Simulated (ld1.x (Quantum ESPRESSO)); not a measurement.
Building the ultrasoft potential for Tl (Z = 81) (LDA (PZ), scalar-relativistic).

ld1.x (Quantum ESPRESSO) 7.5 was run on this input:

```
&input
   title='Tl', zed=81., rel=1, dft='PZ', iswitch=3,
   config='[Xe] 4f14 5d10 6s2 6p0.5 6d-2',
   nld=3, rlderiv=3.65, eminld=-3.0, emaxld=5.0, deld=0.02
 /
 &inputp
   pseudotype=3, tm=.true., lloc=-1, rcloc=2.95,
   nlcc=.true.,
   file_pseudopw='Tl.UPF', file_wfcaegen='ae.wfc', file_wfcncgen='nc.wfc', file_beta='beta', file_chi='chi', file_wfcusgen='us.wfc'
 /
6
6S  1  0   2.00   0.00  1.90  2.25  0.0
6S  1  0   0.00   3.60  1.90  2.25  0.0
6P  2  1   0.50   0.00  2.80  3.35  0.0
6P  2  1   0.00   1.15  2.80  3.35  0.0
6D  3  2  -2.00   0.25  2.30  2.45  0.0
6D  3  2  -2.00   2.05  2.30  2.45  0.0
 &test
   configts(1)='6s2 6p0.5'
 /
```

Command:

```bash
ld1.x < Tl.in > Tl.out
```

The program printed (shortened: banner, matrices, multipoles, cross overlaps and the repeated all-electron block are left out):

```
Program LD1 v.7.5
     --------------------------- All-electron run ----------------------------

     Tl
     scalar relativistic calculation

     atomic number is 81.00
     dft =PZ   lsd =0 sic =0 latt =0  beta=0.20 tr2=1.0E-14
     Exchange-correlation= PZ
                           (   1   1   0   0   0   0   0)
     mesh =1281 r(mesh) = 100.03807 a.u. xmin = -7.00 dx = 0.01250
     1 Ry =  13.60569312 eV, c = 137.03599908

     n l     nl                  e(Ry)          e(Ha)          e(eV)
     1 0     1S 1( 2.00)     -6289.6036     -3144.8018    -85574.4159
     2 0     2S 1( 2.00)     -1120.1540      -560.0770    -15240.4716
     2 1     2P 1( 6.00)      -963.6917      -481.8458    -13111.6929
     3 0     3S 1( 2.00)      -267.5388      -133.7694     -3640.0513
     3 1     3P 1( 6.00)      -222.5215      -111.2608     -3027.5596
     4 0     4S 1( 2.00)       -59.8556       -29.9278      -814.3771
     4 1     4P 1( 6.00)       -45.0978       -22.5489      -613.5870
     3 2     3D 1(10.00)      -175.8466       -87.9233     -2392.5146
     5 0     5S 1( 2.00)        -9.9047        -4.9524      -134.7604
     5 1     5P 1( 6.00)        -5.8595        -2.9297       -79.7221
     4 2     4D 1(10.00)       -27.8091       -13.9045      -378.3620
     4 3     4F 1(14.00)        -8.6633        -4.3316      -117.8698
     5 2     5D 1(10.00)        -1.4020        -0.7010       -19.0758
     6 0     6S 1( 2.00)        -0.9618        -0.4809       -13.0858
     6 1     6P 1( 0.50)        -0.3941        -0.1970        -5.3616

     final scf error:  6.7E-15 reached in  26 iterations

     Etot =  -40469.811774 Ry,  -20234.905887 Ha, -550619.839743 eV

     Ekin =   45586.841457 Ry,   22793.420729 Ha,  620240.575317 eV
     Encl = -100941.448653 Ry,  -50470.724327 Ha,-1373378.373768 eV
     Eh   =   15619.400206 Ry,    7809.700103 Ha,  212512.765974 eV
     Exc  =    -734.604785 Ry,    -367.302392 Ha,   -9994.807265 eV

     normalization and overlap integrals

     s(1S/1S) =  1.000000  <r> =   0.0163  <r2> =    0.0004  r(max) =   0.0100
     s(2S/2S) =  1.000000  <r> =   0.0688  <r2> =    0.0056  r(max) =   0.0582
     s(2P/2P) =  1.000000  <r> =   0.0624  <r2> =    0.0048  r(max) =   0.0482
     s(3S/3S) =  1.000000  <r> =   0.1777  <r2> =    0.0361  r(max) =   0.1642
     s(3P/3P) =  1.000000  <r> =   0.1794  <r2> =    0.0373  r(max) =   0.1642
     s(4S/4S) =  1.000000  <r> =   0.3919  <r2> =    0.1733  r(max) =   0.3699
     s(4P/4P) =  1.000000  <r> =   0.4179  <r2> =    0.1984  r(max) =   0.3889
     s(3D/3D) =  1.000000  <r> =   0.1625  <r2> =    0.0309  r(max) =   0.1327
     s(5S/5S) =  1.000000  <r> =   0.8759  <r2> =    0.8603  r(max) =   0.8030
     s(5P/5P) =  1.000000  <r> =   1.0067  <r2> =    1.1453  r(max) =   0.8986
     s(4D/4D) =  1.000000  <r> =   0.4400  <r2> =    0.2236  r(max) =   0.3938
     s(4F/4F) =  1.000000  <r> =   0.4677  <r2> =    0.2629  r(max) =   0.3563
     s(5D/5D) =  1.000000  <r> =   1.3892  <r2> =    2.2701  r(max) =   1.1113
     s(6S/6S) =  1.000000  <r> =   2.4272  <r2> =    6.6933  r(max) =   2.0504
     s(6P/6P) =  1.000000  <r> =   3.4406  <r2> =   13.6744  r(max) =   2.8026

     ------------------------ End of All-electron run ------------------------

     --------------------- Generating US pseudopotential ---------------------

      Generating local potential from pseudized AE potential:
      Matching radius rcloc =   2.9500

      Local pseudo, rcloc= 2.946 Estimated cut-off energy=     2.77 Ry

      Computing core charge for nlcc:

       r > 2.10 : true rho core
       r < 2.10 : rho core = a sin(br)/r    a=   2.56  b=   1.27

      Integrated core pseudo-charge :   5.60

      Wfc   6S  rcut= 1.879  Using Troullier-Martins method
      Wfc-us  6S rcutus= 2.238  Estimated cut-off energy=     9.17 Ry

      Wfc   6S  rcut= 1.879  Using Troullier-Martins method
      Wfc-us  6S rcutus= 2.238  Estimated cut-off energy=    18.79 Ry

      Wfc   6P  rcut= 2.803  Using Troullier-Martins method
      Wfc-us  6P rcutus= 3.339  Estimated cut-off energy=     6.94 Ry

      Wfc   6P  rcut= 2.803  Using Troullier-Martins method
      Wfc-us  6P rcutus= 3.339  Estimated cut-off energy=    13.01 Ry

      Wfc   6D  rcut= 2.295  Using Troullier-Martins method
      Wfc-us  6D rcutus= 2.473  Estimated cut-off energy=    35.44 Ry

      Wfc   6D  rcut= 2.295  Using Troullier-Martins method
      Wfc-us  6D rcutus= 2.473  Estimated cut-off energy=    18.08 Ry

     ------------------- End of pseudopotential generation -------------------

     Computing logarithmic derivative in   3.66680
     Computing logarithmic derivative in   3.66680
     Computing the partial wave expansion
     R is outside the sphere for l=    0 j= 0.00
     R is outside the sphere for l=    0 j= 0.00
     R is outside the sphere for l=    1 j= 0.00
     R is outside the sphere for l=    1 j= 0.00
     R is outside the sphere for l=    2 j= 0.00
     R is outside the sphere for l=    2 j= 0.00

     ---------------------- Testing the pseudopotential ----------------------

     Tl
     scalar relativistic calculation

     atomic number is 81.00   valence charge is  3.00
     dft =PZ   lsd =0 sic =0 latt =0  beta=0.20 tr2=1.0E-14
     mesh =1281 r(mesh) = 100.03807 xmin = -7.00 dx = 0.01250

     n l     nl             e AE (Ry)        e PS (Ry)    De AE-PS (Ry)
     1 0     6S   1( 2.00)       -0.96179       -0.96179        0.00000
     2 1     6P   1( 0.50)       -0.39407       -0.39407        0.00000

     eps = 1.4E-17  iter =  3

     Etot =  -40469.811774 Ry,  -20234.905887 Ha, -550619.839743 eV
     Etotps =    -8.500671 Ry,      -4.250336 Ha,    -115.657526 eV

     Ekin =       1.228518 Ry,       0.614259 Ha,      16.714841 eV
     Encl =      -6.348429 Ry,      -3.174215 Ha,     -86.374781 eV
     Ehrt =       2.150158 Ry,       1.075079 Ha,      29.254395 eV
     Ecxc =      -6.043820 Ry,      -3.021910 Ha,     -82.230355 eV
     (Ecc =      -4.356780 Ry,      -2.178390 Ha,     -59.277011 eV)
     Epseu=       0.512901 Ry,       0.256451 Ha,       6.978374 eV

     ---------------------- End of pseudopotential test ----------------------
```

Generation and configuration tests took about 1.2 s on one core of a shared server CPU.

Transferability test of the new file with ld1.x, input:

```
&input
   title='Tl', zed=81., rel=1, dft='PZ', iswitch=2,
   config='[Xe] 4f14 5d10 6s2 6p0.5 6d-2'
 /
 &test
   file_pseudo='Tl.UPF', nconf=10,
   configts(1)='6s2 6p0.5',
   configts(2)='6s2 6p1',
   configts(3)='6s2 6p0',
   configts(4)='6s1 6p0',
   configts(5)='6s0 6p3',
   configts(6)='6s1 6p1',
   configts(7)='6s2 6p1.3',
   configts(8)='6s1 6p2',
   configts(9)='6s2 6p0.5', lsdts(9)=1,
   configts(10)='6s2 6p1', lsdts(10)=1
 /
```

```bash
ld1.x < Tl.test.in > Tl.test.out
```

Pseudopotential blocks of its output, shortened (energy terms left out):

```
     ---------------------- Testing the pseudopotential ----------------------

     n l     nl             e AE (Ry)        e PS (Ry)    De AE-PS (Ry)
     1 0     6S   1( 2.00)       -0.96179       -0.96179        0.00000
     2 1     6P   1( 0.50)       -0.39407       -0.39407        0.00000

     eps = 1.4E-17  iter =  3

     Etot =  -40469.811774 Ry,  -20234.905887 Ha, -550619.839743 eV
     Etotps =    -8.500671 Ry,      -4.250336 Ha,    -115.657526 eV

     ---------------------- End of pseudopotential test ----------------------
```

The test run then stopped with an error in chargeps: “negative rho”.
